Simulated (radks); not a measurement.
Values are calculated unless marked as measured or tabulated.
Isoelectronic series with 48 electrons, all held in the configuration [Kr] 4d10 5s2, which need not be the ground one along the series. Code: a radial shooting solver on a logarithmic mesh with Libxc functionals. Model: Dirac Kohn-Sham, PBE, spin-unpolarised, spherical densities, point nucleus. Total energies (hartree) and orbital eigenvalues (hartree):

ion   E (hartree)     5s1/2     4d5/2
Cd    -5596.03519  -0.20800  -0.42100
In+   -5883.01701  -0.54842  -0.94532
Sn2+  -6178.23511  -0.95864  -1.57199
Sb3+  -6481.70501  -1.42941  -2.28764
Te4+  -6793.45351  -1.95594  -3.08504
I5+   -7113.51464  -2.53536  -3.95973
Xe6+  -7441.92773  -3.16579  -4.90867
Cs7+   -7778.7364  -3.84594  -5.92970
Ba8+   -8123.9877  -4.57488  -7.02122
La9+   -8477.7323  -5.35197  -8.18201
